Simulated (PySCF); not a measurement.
Working out the ionisation energy of P⁺

P⁺ [Ne] 3s2 3p2 (3P) → P²⁺ [Ne] 3s2 3p1 (2P). Computed with PySCF 2.14 in aug-cc-pCVTZ-DK with one added diffuse shell each of s, p, d, f type (9s8p6d4f, 91 functions), with the spin-free X2C one-electron Hamiltonian (Gaussian nucleus). Frozen: nothing. Energies in hartree (1 hartree = 27.21139 eV):

| part | P⁺ (lower) | P²⁺ (upper) |
| --- | --- | --- |
| UHF | -341.168024 | -340.464216 |
| MP2 opposite-spin | -0.287683 | -0.278167 |
| MP2 same-spin | -0.100815 | -0.092774 |

What does Hartree-Fock give?

(-340.464216) − (-341.168024) = 0.703808 hartree = 19.152 eV.

What do MP2 and SCS-MP2 (6/5 opposite-spin, 1/3 same-spin) give?

The opposite-spin parts differ by 0.259 eV and the same-spin parts by 0.219 eV. MP2: 19.152 + (0.259) + (0.219) = 19.630 eV. SCS-MP2: 19.152 + 1.2 × (0.259) + (0.219)/3 = 19.536 eV.

A first-order spin-orbit estimate adds -0.007 eV to MP2 (all electrons), giving 19.623 eV against 19.769 eV (semi-empirical (NIST evaluation); NIST Atomic Spectra Database, ionization energies).

What remains against the reference includes basis incompleteness and correlation beyond second order.
